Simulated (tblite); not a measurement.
Compound: C8H13P.
Numbering: `[CH3:1][c:2]1[cH:3][pH:4][cH:5][c:6]1[CH:7]([CH3:8])[CH3:9]` (hydrogens: H10, H11, H12 on C1; H13 on C3; H14 on P4; H15 on C5; H16 on C7; H17, H18, H19 on C8; H20, H21, H22 on C9)

The geometry is computed with GFN2-xTB (gas phase).

Entries marked ? are missing. Bonds in one row agree within 0.01 Å.

```json
{"coordinate": "C1–C2", "value": "1.493 Å"}
{"coordinate": "C2–C3", "value": "?"}
{"coordinate": "C3–P4", "value": "?"}
{"coordinate": "P4–C5", "value": "?"}
{"coordinate": "C5–C6", "value": "1.349 Å"}
{"coordinate": "C6–C7", "value": "1.504 Å"}
{"coordinate": "C7–C8, C7–C9", "value": "?"}
{"coordinate": "C2–C6", "value": "1.457 Å"}
{"coordinate": "C1–H10, C1–H11, C1–H12", "value": "1.089 Å"}
{"coordinate": "C3–H13", "value": "1.077 Å"}
{"coordinate": "P4–H14", "value": "1.396 Å"}
{"coordinate": "C5–H15", "value": "1.076 Å"}
{"coordinate": "C7–H16", "value": "1.095 Å"}
{"coordinate": "C8–H17 and 5 like bonds", "value": "1.088 Å"}
{"coordinate": "C1–C2–C3", "value": "?"}
{"coordinate": "C1–C2–C6", "value": "122.8°"}
{"coordinate": "C3–C2–C6", "value": "?"}
{"coordinate": "C2–C3–P4", "value": "112.0°"}
{"coordinate": "C3–P4–C5", "value": "88.8°"}
{"coordinate": "P4–C5–C6", "value": "?"}
{"coordinate": "C5–C6–C7", "value": "125.0°"}
{"coordinate": "C2–C6–C5", "value": "112.9°"}
{"coordinate": "C2–C6–C7", "value": "122.0°"}
{"coordinate": "C6–C7–C8", "value": "109.4°"}
{"coordinate": "C6–C7–C9", "value": "112.3°"}
{"coordinate": "C8–C7–C9", "value": "110.3°"}
```

Question: Fill in the missing values.

Answer: 
- C2–C3 = 1.349 Å, drawn aromatic (unsaturated ring carbon to unsaturated ring CH carbon); 0.11 Å below the sum of covalent radii, 1.46 Å.
- C3–P4 = 1.798 Å, drawn aromatic (unsaturated ring CH carbon to ring phosphorus); equal to the sum of covalent radii, 1.80 Å.
- P4–C5 = 1.799 Å, drawn aromatic (ring phosphorus to unsaturated ring CH carbon); equal to the sum of covalent radii, 1.80 Å.
- C7–C8, C7–C9 = 1.531 Å, drawn single (ends: carbon bonded to 3 C and H; methyl carbon); 0.01 Å above the sum of covalent radii, 1.52 Å.
- C1–C2–C3 = 123.9°, at the unsaturated ring carbon; the outer atoms are 2.509 Å apart.
- C3–C2–C6 = 113.4°, at the unsaturated ring carbon, inside a 5-membered ring; the outer atoms are 2.346 Å apart.
- P4–C5–C6 = 112.2°, at the unsaturated ring CH carbon, inside a 5-membered ring; the outer atoms are 2.626 Å apart.

Radii are Cordero's, carbon taken as 0.76, 0.73 or 0.69 Å for four, three, and two or fewer neighbours.

Its GFN2-xTB frequencies are all real (lowest 51 cm⁻¹). One conformer, not necessarily the lowest (C5–C6–C7–C8 -87°).

Hardware: Intel Xeon Platinum 8488C, one thread, no GPU, on a shared host. Cost: 0.4 s of wall time. These figures are those of the optimisation.
